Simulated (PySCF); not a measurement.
## Spinor energies of Bi⁶⁴⁺ (bismuth, charge +64)

Start: [Ar] 3d1; 3d3/2 filled at m_j = +3/2. Calculated with PySCF 2.14 in an even-tempered Gaussian basis (15 s from 21 bohr⁻², ratio 2.8; 12 p from 28 bohr⁻², ratio 2.8; 8 d from 28 bohr⁻², ratio 2.8; 3 f from 84 bohr⁻², ratio 3): generalised Hartree-Fock with the X2C-1e Hamiltonian and a Gaussian nucleus; one run each with spin-orbit coupling (SO) switched off, then screened by Boettger's factors.

```csv
spinor shell,electrons,"ε, spin-free (eV)","ε, screened SO (eV)",weight of nominal j (screened SO),"rms radius, screened SO (bohr)"
1s1/2,2,-96070.9,-96028.9,1.000,0.0178
2s1/2,2,-21388.9,-21374.9,1.000,0.0712
2p1/2,2,-19037.5,-20747.1,1.000,0.0600
2p3/2,4,-19037.5,-18381.0,1.000,0.0681
3s1/2,2,-8304.7,-8300.3,1.000,0.175
3p1/2,2,-7604.9,-8050.9,1.000,0.165
3p3/2,4,-7604.9,-7429.5,1.000,0.180
3d3/2,1,-7063.8,-7143.0,1.000,0.153
```

| quantity | spin-free | screened SO |
| --- | --- | --- |
| E (hartree) | -17023.04377 | -17065.71329 |
| M_J | 3/2 | 3/2 |
| ⟨J²⟩ | 3.966 | 3.750 |
| ⟨L²⟩ | 6.000 | 6.096 |
| ⟨S²⟩ | 0.750 | 0.846 |

Each row is a mean over spinors that exchange with the open shell spreads, by up to 29.939 eV (3p1/2).

Breit and QED terms are absent; they matter most for the inner s and p1/2 levels.

Densities and radii are taken from the X2C orbitals without a picture-change correction, which distorts them close to the nucleus.

Without spin-orbit coupling the j labels of p, d and f shells carry no meaning; the spin-free column gives the mean over the occupied spinors of each nl shell, and its ⟨J²⟩ belongs to a mixture of degenerate components.
